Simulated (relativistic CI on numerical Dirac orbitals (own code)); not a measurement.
## d5 in a ligand field

Computed with a parametric ligand-field model of a d^n configuration (Racah B and C, spin-orbit zeta, crystal field), exact diagonalisation.

Field parameters in Wybourne normalisation: Oh B⁴₀ = 21Dq, B⁴₄ = √(5/14) B⁴₀. The field is a parameter set, without covalency.

Q: Ground term and bands for B = 620, C = 2800, ζ = 0 cm⁻¹, Oh, 10Dq = 29140 cm⁻¹?

A: Ground term 2T2 with 0.03 electrons in the two orbitals of the cubic e set. Spin-allowed: 2A2 25648 cm⁻¹ (390 nm), 2T1 25861 cm⁻¹ (387 nm), 2T2 27575 cm⁻¹ (363 nm), 2E 29053 cm⁻¹ (344 nm). Lowest spin-forbidden: 4T1 15968 cm⁻¹ (626 nm), 4T2 20640 cm⁻¹ (485 nm), 6A1 22409 cm⁻¹ (446 nm).

Q: Ground term and bands for B = 620, C = 2800, ζ = 0 cm⁻¹, Oh, 10Dq = 620 cm⁻¹?

A: Ground term 6A1 with 2.00 electrons in the two orbitals of the cubic e set. Spin-allowed: none. Lowest spin-forbidden: 4T1 20114 cm⁻¹ (497 nm), 4T2 20187 cm⁻¹ (495 nm), 4A1+E 20200 cm⁻¹ (495 nm). A high-spin d5 ion has no spin-allowed d-d band, hence its pale colour.

Q: Ground term and bands for B = 620, C = 2800, ζ = 0 cm⁻¹, Oh, 10Dq = 24180 cm⁻¹?

A: Ground term 2T2 with 0.04 electrons in the two orbitals of the cubic e set. Spin-allowed: 2A2 20833 cm⁻¹ (480 nm), 2T1 21044 cm⁻¹ (475 nm), 2T2 22674 cm⁻¹ (441 nm), 2E 24163 cm⁻¹ (414 nm). Lowest spin-forbidden: 4T1 11154 cm⁻¹ (897 nm), 6A1 12683 cm⁻¹ (788 nm), 4T2 15746 cm⁻¹ (635 nm).

Q: Ground term and bands for B = 620, C = 2800, ζ = 0 cm⁻¹, Oh, 10Dq = 13020 cm⁻¹?

A: Ground term 6A1 with 2.00 electrons in the two orbitals of the cubic e set. Spin-allowed: none. Lowest spin-forbidden: 2T2 8914 cm⁻¹ (1122 nm), 4T1 9430 cm⁻¹ (1060 nm), 4T2 13536 cm⁻¹ (739 nm). A high-spin d5 ion has no spin-allowed d-d band, hence its pale colour.

Q: Ground term and bands for B = 620, C = 2800, ζ = 0 cm⁻¹, Oh, 10Dq = 26660 cm⁻¹?

A: Ground term 2T2 with 0.04 electrons in the two orbitals of the cubic e set. Spin-allowed: 2A2 23236 cm⁻¹ (430 nm), 2T1 23449 cm⁻¹ (426 nm), 2T2 25124 cm⁻¹ (398 nm), 2E 26607 cm⁻¹ (376 nm). Lowest spin-forbidden: 4T1 13557 cm⁻¹ (738 nm), 6A1 17540 cm⁻¹ (570 nm), 4T2 18193 cm⁻¹ (550 nm).
